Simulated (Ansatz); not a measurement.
Born–Oppenheimer molecular dynamics of CH$_{8}$S$_{2}$Si$_{2}$ (13 atoms, charge 0, multiplicity 1). It starts from a relaxed structure.

The calculation used Ansatz, UKS PBE-D4/STO-3G.

```
ensemble             : NVT, Langevin thermostat
time step            : 0.25 fs
steps asked          : 262
set temperature      : 2000 K
friction             : 0.02 /fs
temperature schedule : 65 steps to 2000 K, then 196 steps to 500 K
seed                 : 714445
```

First frame:

```xyz
13
Properties=species:S:1:pos:R:3
C -1.488 1.134 0.818
S 0.282 1.608 0.726
Si 1.098 -0.387 0.827
Si 0.760 -1.314 -1.222
S 0.066 0.271 -2.460
H -1.792 0.508 -0.046
H -1.728 0.587 1.751
H -2.094 2.058 0.797
H 0.452 -1.111 1.917
H 2.507 -0.228 1.161
H -0.207 -2.407 -1.143
H 1.992 -1.914 -1.730
H 0.169 1.161 -1.380
```

Question: How far do the bonds stretch over the last three quarters of this one trajectory? (Pairs bonded in most of those frames.)

Answer: 
```json
{"bond": "C1–S2", "mean (Å)": "1.893", "spread (Å)": "0.095", "shortest": "1.71", "longest": "2.00"}
{"bond": "C1–H6", "mean (Å)": "1.109", "spread (Å)": "0.023", "shortest": "1.06", "longest": "1.16"}
{"bond": "C1–H7", "mean (Å)": "1.110", "spread (Å)": "0.055", "shortest": "1.02", "longest": "1.21"}
{"bond": "C1–H8", "mean (Å)": "1.125", "spread (Å)": "0.053", "shortest": "1.02", "longest": "1.21"}
{"bond": "S2–Si3", "mean (Å)": "2.141", "spread (Å)": "0.093", "shortest": "2.04", "longest": "2.29"}
{"bond": "Si3–Si4", "mean (Å)": "2.411", "spread (Å)": "0.116", "shortest": "2.17", "longest": "2.54"}
{"bond": "Si3–H9", "mean (Å)": "1.476", "spread (Å)": "0.043", "shortest": "1.39", "longest": "1.55"}
{"bond": "Si3–H10", "mean (Å)": "1.481", "spread (Å)": "0.073", "shortest": "1.34", "longest": "1.59"}
{"bond": "Si4–S5", "mean (Å)": "2.109", "spread (Å)": "0.055", "shortest": "2.03", "longest": "2.20"}
{"bond": "Si4–H11", "mean (Å)": "1.472", "spread (Å)": "0.041", "shortest": "1.40", "longest": "1.54"}
{"bond": "Si4–H12", "mean (Å)": "1.492", "spread (Å)": "0.105", "shortest": "1.31", "longest": "1.67"}
{"bond": "S5–H13", "mean (Å)": "1.414", "spread (Å)": "0.091", "shortest": "1.25", "longest": "1.60"}
```

Mean temperature of the second half: 1232 K. The schedule's set-point averaged 994 K over the second half and the system 1232 K, so it lags behind the ramp. A run of 0.066 ps of so small a system gives no equilibrium averages. Limits of this set-up: minimal basis.

Time of the run: 19 min on 1 CPU thread of a shared host.
